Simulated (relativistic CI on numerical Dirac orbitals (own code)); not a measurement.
## Tl59+: q coefficients and field-shift factors

Method of calculation: Dirac-Coulomb-Breit CI, separate exchange-only KLI orbitals for each configuration, derivatives by finite differences, unscaled Slater integrals, QED left out (own radial code, finite nucleus).

Configurations in the expansion (outside the closed core [Ne] 3s2): 3p⁶3d⁴, 3p⁵3d⁵, 3p⁴3d⁶, 3p⁶3d³4p, 3p⁶3d²4s², 3p⁶3d²4s4p. Levels of other configurations are missing.

With x = (α/α₀)² − 1 an excitation energy changes as ω = ω₀ + qx; K = 2q/ω₀ is the relative enhancement. Terms are leading LS components, so labels can repeat. The field-shift factor is F = δν/δ⟨r²⟩ for the transition from the lowest level.

Lowest level 3p⁶3d⁴ ³P0.

```tsv
Level	ω₀ (cm⁻¹)	q (cm⁻¹)	K	F (GHz/fm²)
3p⁶3d⁴ ⁵D1	819521	917500	2.24	32.7
3p⁶3d⁴ ³F4	927324	898300	1.94	33.4
3p⁶3d⁴ ⁵D2	964777	928900	1.93	34.3
3p⁶3d⁴ ³F3	994885	922500	1.85	34.4
3p⁶3d⁴ ⁵D2	1717988	1.817e+06	2.11	65.5
3p⁶3d⁴ ⁵D0	1719593	1.836e+06	2.14	66.2
3p⁶3d⁴ ³H4	1743501	1.821e+06	2.09	66.2
3p⁶3d⁴ ⁵D3	1765262	1.83e+06	2.07	66.5
3p⁶3d⁴ ³H5	1793353	1.806e+06	2.01	66.3
3p⁶3d⁴ ¹I6	1817494	1.794e+06	1.97	66.5
3p⁶3d⁴ ³D1	1850529	1.842e+06	1.99	67.4
3p⁶3d⁴ ³F3	1872341	1.813e+06	1.94	67
3p⁶3d⁴ ³G4	1877995	1.816e+06	1.93	67.3
```

At this charge energies of transitions that change n are usually good to better than 1 %, and those within a shell (Δn = 0) to a few per cent.
